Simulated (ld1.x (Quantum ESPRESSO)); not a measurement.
Logarithmic derivatives: Cr (Z = 24), RRKJ

- Element: chromium (Cr)
- Generator: ld1.x (Quantum ESPRESSO) 7.5
- Type: norm-conserving RRKJ (Kleinman–Bylander form)
- Functional: PBE
- Relativity: scalar-relativistic
- Frozen core: [Ne]
- Valence charge: 14
- Reference configuration: 3s2 3p6 3d4 4s0 4p0 (charge +2)
- Partial waves: 3s (bound): rc 0.90 bohr; 3p (bound): rc 1.30 bohr; 3d (bound): rc 2.20 bohr
- Local potential: all-electron potential smoothed inside 1.20 bohr (lloc = -2)
- Core correction: Bessel-smoothed model core inside 0.65 bohr
- rho0: 0.005

The phase is arctan(r·u′/u) with u = r·R(r), unwrapped; energies in Ry, scanned from -9 to 5 Ry. A pole is an energy at which the radial function vanishes at the test radius. The pseudo phase is shifted by a multiple of π to meet the all-electron one at the reference energy, and phase errors are pseudo minus all-electron; the curves can meet again beyond the range given. Levels narrower than the energy grid can be missing from the lists of poles.

```json
{"channel": "s", "radius (bohr)": "2.41", "reference energy (Ry)": "-6.99", "poles, all-electron": "-6.96, 1.44", "poles, pseudo": "-6.96, 1.69", "unbroken range about the reference energy with phases within 0.05 rad": "below -1.8", "phase error 1 Ry above the reference energy (rad)": "+0.000"}
{"channel": "p", "radius (bohr)": "2.41", "reference energy (Ry)": "-4.88", "poles, all-electron": "-4.83, 2.49", "poles, pseudo": "-4.83, 2.51", "unbroken range about the reference energy with phases within 0.05 rad": "the whole range", "phase error 1 Ry above the reference energy (rad)": "+0.000"}
{"channel": "d", "radius (bohr)": "2.41", "reference energy (Ry)": "-1.68", "poles, all-electron": "-1.44, 4.09", "poles, pseudo": "-1.44", "unbroken range about the reference energy with phases within 0.05 rad": "below -0.3", "phase error 1 Ry above the reference energy (rad)": "+0.026"}
```

Note: ghost state, extra bound levels that the all-electron valence spectrum of the same l lacks: s at -379.5 eV. A true bound ghost makes a file unfit for plane-wave use.

Phases in the s channel:

```csv
E (Ry),all-electron,pseudo
-9.00,1.409,1.409
-8.52,1.401,1.401
-8.04,1.392,1.392
-7.56,1.378,1.378
-7.08,1.256,1.256
-6.60,-1.746,-1.746
-6.12,-1.769,-1.768
-5.64,-1.786,-1.785
-5.16,-1.804,-1.803
-4.68,-1.825,-1.825
-4.20,-1.853,-1.852
-3.72,-1.890,-1.888
-3.24,-1.943,-1.940
-2.76,-2.027,-2.021
-2.28,-2.179,-2.163
-1.80,-2.516,-2.467
-1.32,-3.300,-3.176
-0.84,-4.061,-3.973
-0.36,-4.385,-4.338
0.12,-4.535,-4.504
0.60,-4.621,-4.596
1.08,-4.678,-4.657
1.56,-4.723,-4.702
2.04,-4.760,-4.738
2.52,-4.795,-4.770
3.00,-4.830,-4.801
3.48,-4.870,-4.834
3.96,-4.920,-4.871
4.44,-4.989,-4.916
4.92,-5.100,-4.978
```
